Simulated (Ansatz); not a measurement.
C2H7BN2Si, SMILES `CB[Si]1(N)C=N1`, relaxed with RKS PBE0-D4/def2-TZVP in the Gaussian-basis code of Ansatz from a PBE-D4/def2-SVP geometry. The force threshold is 0.005 eV/Å; the program also tests the step.

Charge 0, multiplicity 1.

Start:

```xyz
13

C    -1.194   -0.893   -1.713
B     0.139   -0.866   -0.892
Si    0.508    0.350    0.605
N    -0.577    1.663    0.957
C     1.678   -0.143    1.935
N     2.334    0.555    1.099
H    -1.670   -1.892   -1.571
H    -1.941   -0.116   -1.462
H    -0.974   -0.853   -2.804
H     1.021   -1.671   -1.139
H    -0.768    2.345    0.217
H    -0.532    2.130    1.865
H     1.975   -0.608    2.902
```

By how much does the energy fall, and how many steps does the optimiser take? (Estimate.)

Computed: 10.91 kJ/mol, in 32 steps, 5 of them rejected.

Which bonds change most? (An estimate is asked.)

Ansatz gave: Si3–N6 from 1.903 to 1.814 Å; Si3–C5 from 1.839 to 1.794 Å; Si3–N4 from 1.739 to 1.708 Å; C1–H7 from 1.116 to 1.094 Å.

Give the relaxed structure. (Estimate.)

The calculation gave: 
```xyz
13

C    -1.205   -0.884   -1.654
B     0.100   -0.930   -0.813
Si    0.560    0.330    0.638
N    -0.497    1.648    0.891
C     1.668   -0.157    1.963
N     2.302    0.530    1.104
H    -1.579   -1.876   -1.923
H    -2.019   -0.283   -1.245
H    -0.912   -0.422   -2.612
H     0.927   -1.764   -1.050
H    -0.974    2.080    0.117
H    -0.385    2.283    1.663
H     2.014   -0.556    2.921
```
